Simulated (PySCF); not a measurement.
F₆Sb, SMILES [F][Sb-]([F])([F])([F])([F])[F], charge -1.

The structure is a stationary point at B3LYP-D3(BJ)/def2-SVPD. The def2 effective core potentials stand for the cores of Sb; spin–orbit coupling is left out.

Computed with IEF-PCM-B3LYP/def2-SVPD (PySCF).

The values are the electrostatic part of the solvation free energy, E(continuum) − E(gas) at the gas-phase geometry, in a cavity of scaled van der Waals radii (PySCF's table); cavitation and dispersion terms are not included. A continuum can't describe solvent molecules that bind to the metal. In vacuum the orbital gap is 7.55 eV.

```tsv
solvent	ε	ΔG(elec) (kcal/mol)	gap (eV)
water	78.36	-49.6	7.59
acetonitrile	35.69	-48.8	7.59
dichloromethane	8.93	…	…
```

Q: Fill in the missing entries. (Estimate from the structure and the level; the computed values follow.)

A: 
- dichloromethane, ΔG(elec) (kcal/mol): -44.6
- dichloromethane, gap (eV): 7.59
